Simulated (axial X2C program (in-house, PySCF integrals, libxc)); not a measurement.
Outer orbitals of GaB at 2.029 Å, PBE0

All values were computed with an axial X2C code built on PySCF integrals. Spin-free means the one-electron spin-free X2C Hamiltonian; two-component (2c) means X2C with spin–orbit coupling and atomic mean-field two-electron Coulomb and Gaunt terms, so the difference of the two also holds small scalar two-electron terms. Basis: Ga dyall-cv3z [9s9p7d4f1g], B dyall-v3z [7s6p2d1f] (cores contracted in-house); Gaussian nuclei, density fitting, unrestricted open shells. Masses: Ga 68.926 u, B 11.009 u.

The distance is close to the 2c PBE0 minimum; the highest filled and lowest empty levels are listed.

Spin-free orbitals, state M_S = 1, Λ = 0 (beyond evenly filled blocks: π+α, π-α) (Löwdin shares):

```csv
symmetry,occupied,ε (eV),atomic character
σβ,yes,-22.92,99% Ga d
σα,yes,-22.91,99% Ga d
π-α,yes,-22.84,100% Ga d
π+α,yes,-22.84,100% Ga d
δ+α,yes,-22.83,100% Ga d
δ-α,yes,-22.83,100% Ga d
π-β,yes,-22.80,100% Ga d
π+β,yes,-22.80,100% Ga d
δ+β,yes,-22.77,100% Ga d
δ-β,yes,-22.77,100% Ga d
σα,yes,-13.48,"45% B s, 36% Ga s, 8% Ga p"
σβ,yes,-12.04,"46% Ga s, 35% B s, 10% B p"
σα,yes,-8.57,"32% Ga s, 24% B s, 22% B p"
σβ,yes,-7.55,"33% Ga p, 28% B s, 26% Ga s"
π-α,yes,-5.66,"64% B p, 30% Ga p, 4% Ga d"
π+α,yes,-5.66,"64% B p, 30% Ga p, 4% Ga d"
σα,no,-3.44,"48% B p, 34% Ga p, 12% Ga s"
σβ,no,-2.87,"56% B p, 24% Ga p, 10% B s"
π+β,no,-2.41,"57% Ga p, 41% B p"
π-β,no,-2.41,"57% Ga p, 41% B p"
```

Spinors with spin–orbit coupling (state Ω = 1):

```json
{"ω": "-1/2", "occupied": "yes", "ε (eV)": "-23.14", "atomic character": "99% Ga d", "λ mixture": "51% π, 49% σ"}
{"ω": "1/2", "occupied": "yes", "ε (eV)": "-23.11", "atomic character": "99% Ga d", "λ mixture": "53% σ, 47% π"}
{"ω": "-3/2", "occupied": "yes", "ε (eV)": "-23.09", "atomic character": "100% Ga d", "λ mixture": "82% δ, 18% π"}
{"ω": "3/2", "occupied": "yes", "ε (eV)": "-23.06", "atomic character": "100% Ga d", "λ mixture": "74% δ, 26% π"}
{"ω": "-1/2", "occupied": "yes", "ε (eV)": "-22.72", "atomic character": "99% Ga d", "λ mixture": "51% σ, 49% π"}
{"ω": "1/2", "occupied": "yes", "ε (eV)": "-22.69", "atomic character": "99% Ga d", "λ mixture": "53% π, 47% σ"}
{"ω": "5/2", "occupied": "yes", "ε (eV)": "-22.67", "atomic character": "100% Ga d", "λ mixture": "100% δ"}
{"ω": "3/2", "occupied": "yes", "ε (eV)": "-22.66", "atomic character": "100% Ga d", "λ mixture": "74% π, 26% δ"}
{"ω": "-3/2", "occupied": "yes", "ε (eV)": "-22.64", "atomic character": "100% Ga d", "λ mixture": "82% π, 18% δ"}
{"ω": "-5/2", "occupied": "yes", "ε (eV)": "-22.61", "atomic character": "100% Ga d", "λ mixture": "100% δ"}
{"ω": "1/2", "occupied": "yes", "ε (eV)": "-13.48", "atomic character": "45% B s, 36% Ga s, 8% Ga p", "λ mixture": "100% σ"}
{"ω": "-1/2", "occupied": "yes", "ε (eV)": "-12.04", "atomic character": "46% Ga s, 35% B s, 10% B p", "λ mixture": "100% σ"}
{"ω": "1/2", "occupied": "yes", "ε (eV)": "-8.56", "atomic character": "32% Ga s, 24% B s, 22% B p", "λ mixture": "100% σ"}
{"ω": "-1/2", "occupied": "yes", "ε (eV)": "-7.55", "atomic character": "33% Ga p, 28% B s, 26% Ga s", "λ mixture": "100% σ"}
{"ω": "-1/2", "occupied": "yes", "ε (eV)": "-5.67", "atomic character": "64% B p, 31% Ga p, 3% Ga d", "λ mixture": "100% π"}
{"ω": "3/2", "occupied": "yes", "ε (eV)": "-5.65", "atomic character": "65% B p, 30% Ga p, 4% Ga d", "λ mixture": "100% π"}
{"ω": "1/2", "occupied": "no", "ε (eV)": "-3.44", "atomic character": "48% B p, 34% Ga p, 12% Ga s", "λ mixture": "100% σ"}
{"ω": "-1/2", "occupied": "no", "ε (eV)": "-2.87", "atomic character": "56% B p, 24% Ga p, 10% B s", "λ mixture": "100% σ"}
{"ω": "1/2", "occupied": "no", "ε (eV)": "-2.43", "atomic character": "57% Ga p, 40% B p", "λ mixture": "100% π"}
{"ω": "-3/2", "occupied": "no", "ε (eV)": "-2.38", "atomic character": "56% Ga p, 41% B p", "λ mixture": "100% π"}
```

Mulliken charges and populations of the two-component result (they depend on the basis, above all on diffuse functions):

Ga 0.26 e (s 7.74 p 12.95 d 10.04 f 0.01), B -0.26 e (s 3.69 p 1.55 d 0.02). ⟨Lz⟩ = 0.00 ħ and ⟨Sz⟩ = 1.00 ħ (0.26 and 0.74 on the two atoms), which add up to Ω.

Occupations by symmetry block were frozen at the best pattern of an incomplete PBE0 search. Density functionals use the spin component along the axis (collinear). PBE0 can misorder states that lie within some tenths of an eV, so this need not be the ground state of the molecule. The nearest other spin-free determinant of the search, M_S = 1, Λ = 1, lies 0.21 eV up at the distance of the search. With several unpaired electrons one determinant need not be a pure state. Open-shell Ω = 0 determinants with evenly filled partner blocks cannot be reached by this program, so the Ω shown need not be the lowest component. This is the Ω = 1 component of a π² triplet; the 0⁺ component is not one determinant and can lie lowest. The determinant is spin-polarised beyond a pure state at some levels (its spin-free form has ⟨S²⟩ too high), which makes Re and μ there less reliable. The stretched end of a curve changes character and is left out.
